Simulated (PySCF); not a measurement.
Isomers of C6H12O. Level of theory: TDDFT PBE0/def2-SVPD, vertical, gas phase, core orbitals frozen in the response in PySCF. Geometries: PBE0-D3(BJ)/def2-SVP; one conformer of each isolated species. Triplets are in the Tamm–Dancoff approximation.

A. `CCCCCC=O`
B. `C=C(CCC)OC`
C. `OCC1CCCC1`

Lowest singlet levels (six at most, fewer where fewer were computed) with oscillator strengths:

1. 283 nm (f 0.000); 177 nm (f 0.018); 165 nm (f 0.008); 164 nm (f 0.043); 162 nm (f 0.001); 158 nm (f 0.000); T1 3.73 eV
2. 180 nm (f 0.004); 161 nm (f 0.007); 156 nm (f 0.005); 154 nm (f 0.012); 153 nm (f 0.041); 148 nm (f 0.011); T1 6.61 eV
3. 200 nm (f 0.037); 187 nm (f 0.036); 179 nm (f 0.218); 177 nm (f 0.018); 173 nm (f 0.001); 165 nm (f 0.064)

Question: Which spectrum belongs to which structure?

Answer: 1 = A, 2 = C, 3 = B.
- A: S1 at 4.38 eV, HOMO→LUMO (99%); S1 has the pattern of n→π* at C=O; HOMO -7.46 and LUMO -0.68 eV.
- B: S1 at 6.21 eV, HOMO→LUMO (77%), HOMO→LUMO+1 (18%); Löwdin shares by element: HOMO carbon 61% or more, oxygen 21%, hydrogen 4% or more; LUMO carbon 44% or more (atoms not listed hold the other 56%); HOMO -6.53 and LUMO 0.74 eV.
- C: S1 at 6.88 eV, HOMO→LUMO (87%), HOMO→LUMO+1 (9%); Löwdin shares by element: HOMO oxygen 55%, carbon 25% or more, hydrogen 8% or more; LUMO hydrogen 27% or more, oxygen 20%, carbon 8% or more (atoms not listed hold the other 45%); HOMO -7.78 and LUMO 0.54 eV.
